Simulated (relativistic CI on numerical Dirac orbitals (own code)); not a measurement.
Forbidden lines of I36+

Method of calculation: Dirac-Coulomb-Breit CI, orbitals from a KLI potential per configuration, model QED, unscaled Slater integrals (own radial code, finite nucleus).

Configurations in the expansion (outside the closed core [Ne]): 3s2 3p5, 3s 3p6, 3s2 3p4 3d, 3s 3p5 3d, 3p6 3d, 3s 3p4 3d2, 3s2 3p3 3d 4p, 3p6 4s, 3s 3p4 3d 4s, 3s2 3p4 4s, 3p6 4p, 3s2 3p4 4p, 3s2 3p3 3d2, 3s2 3p2 3d3, 3s 3p3 3d3, 3s2 3p2 3d2 4s, 3s2 3p2 3d2 4p. Double excitations out of closed p, d and f shells are left out; levels of such configurations are missing from the list, as are those of other unlisted configurations, and high levels can miss mixing partners.

```
λ vac (nm)                      Lower                       Upper  Type   A (s⁻¹)        gf  Branching (%)
    7.3081        3s2 3p5 2P°_3/2 [1]       3s2 3p4 3d 2F_7/2 [8]    M2  3.54e+03  2.27e-08           18.5
    7.7974        3s2 3p5 2P°_3/2 [1]       3s2 3p4 3d 4F_7/2 [6]    M2  2.73e+02  1.99e-09           31.9
    14.289      3s2 3p4 3d 2F_7/2 [8]      3s2 3p4 3d 2F_7/2 [26]    M1  4.51e+05  1.10e-05           20.0
    14.634     3s2 3p4 3d 4F_9/2 [10]      3s2 3p4 3d 2F_7/2 [26]    M1  1.28e+06  3.29e-05           56.7
    15.030      3s2 3p4 3d 4D_5/2 [5]      3s2 3p4 3d 4F_7/2 [19]    M1  1.07e+05  2.89e-06            3.6
    15.939      3s2 3p4 3d 4F_7/2 [6]      3s2 3p4 3d 4F_7/2 [19]    M1  1.34e+05  4.08e-06            4.5
    16.198      3s2 3p4 3d 4D_5/2 [5]      3s2 3p4 3d 2G_7/2 [18]    M1  1.97e+05  6.21e-06           12.3
    16.321      3s2 3p4 3d 2F_7/2 [8]      3s2 3p4 3d 2G_9/2 [22]    M1  3.03e+05  1.21e-05           17.1
    16.772     3s2 3p4 3d 4F_9/2 [10]      3s2 3p4 3d 2G_9/2 [22]    M1  1.40e+06  5.91e-05           79.0
    17.259      3s2 3p4 3d 4F_7/2 [6]      3s2 3p4 3d 2G_7/2 [18]    M1  1.22e+06  4.35e-05           75.6
    17.495        3s2 3p5 2P°_3/2 [1]         3s2 3p5 2P°_1/2 [2]    M1  3.32e+06  3.05e-05           99.4
    17.505  3s2 3p3 3d2 4G°_11/2 [43]   3s2 3p3 3d2 4H°_13/2 [94]    M1  4.35e+05  2.80e-05           95.3
    18.181      3s2 3p4 3d 4D_5/2 [5]      3s2 3p4 3d 4D_3/2 [16]    M1  2.12e+06  4.20e-05            3.8
    18.467      3s2 3p4 3d 2F_7/2 [8]      3s2 3p4 3d 4F_7/2 [19]    M1  8.04e+05  3.29e-05           27.2
    18.478     3s2 3p4 3d 2D_5/2 [11]      3s2 3p4 3d 2F_7/2 [26]    M1  2.61e+05  1.07e-05           11.5
    19.047     3s2 3p4 3d 4F_9/2 [10]      3s2 3p4 3d 4F_7/2 [19]    M1  1.30e+06  5.66e-05           44.0
    20.006     3s2 3p4 3d 2D_5/2 [13]      3s2 3p4 3d 2F_7/2 [26]    M1  1.23e+05  5.92e-06            5.5
    20.086  3s2 3p3 3d2 2H°_11/2 [58]  3s2 3p3 3d2 2I°_13/2 [112]    M1  4.10e+05  3.47e-05           87.7
    20.262      3s2 3p4 3d 2F_7/2 [8]      3s2 3p4 3d 2G_7/2 [18]    M1  1.41e+05  6.95e-06            8.8
    26.118     3s2 3p4 3d 2D_5/2 [11]      3s2 3p4 3d 4F_7/2 [19]    M1  2.07e+05  1.69e-05            7.0
    29.281     3s2 3p4 3d 2D_5/2 [13]      3s2 3p4 3d 4F_7/2 [19]    M1  3.96e+05  4.07e-05           13.4
    47.097     3s2 3p4 3d 4F_5/2 [17]      3s2 3p4 3d 2F_7/2 [26]    M1  5.32e+04  1.42e-05            2.4
    48.233  3s2 3p3 3d2 4H°_11/2 [87]  3s2 3p3 3d2 2I°_13/2 [112]    M1  2.28e+04  1.12e-05            4.9
    67.046  3s2 3p3 3d2 2H°_11/2 [92]  3s2 3p3 3d2 2I°_13/2 [112]    M1  1.21e+04  1.14e-05            2.6
    80.752      3s2 3p4 3d 4D_5/2 [5]       3s2 3p4 3d 2F_7/2 [8]    M1  1.16e+04  9.07e-06           60.5
    82.723  3s2 3p3 3d2 4H°_13/2 [94]  3s2 3p3 3d2 2I°_13/2 [112]    M1  1.03e+04  1.49e-05            2.2
    97.683      3s2 3p4 3d 4F_7/2 [6]      3s2 3p4 3d 4F_9/2 [10]    M1  1.28e+04  1.83e-05          100.0
    115.69  3s2 3p3 3d2 4H°_11/2 [87]   3s2 3p3 3d2 4H°_13/2 [94]    M1  1.17e+04  3.28e-05            2.6
    116.46      3s2 3p4 3d 4F_7/2 [6]       3s2 3p4 3d 2F_7/2 [8]    M1  4.03e+03  6.55e-06           21.0
    263.37      3s2 3p4 3d 4D_5/2 [5]       3s2 3p4 3d 4F_7/2 [6]    M1  5.81e+02  4.84e-06           67.9
```

Terms are leading LS components. Brackets give the number of a level in order of energy, since labels repeat. The list gives strong lines, with weight on those to low levels, among the lowest 200 of 2504 levels, so that lines to higher ones, which can be the strongest, are missing. Levels whose partners in the same complex of configurations lie outside the list can be far off, and so can their lines. Rates are taken at the computed energies, electric ones in the length gauge.

At this charge energies of transitions that change n are usually good to better than 1 %, and those within a shell (Δn = 0) to a few per cent.

LS names give the leading component of a level, which can be under half, so a name can repeat, a term be missing and a line seem to break the LS rules.
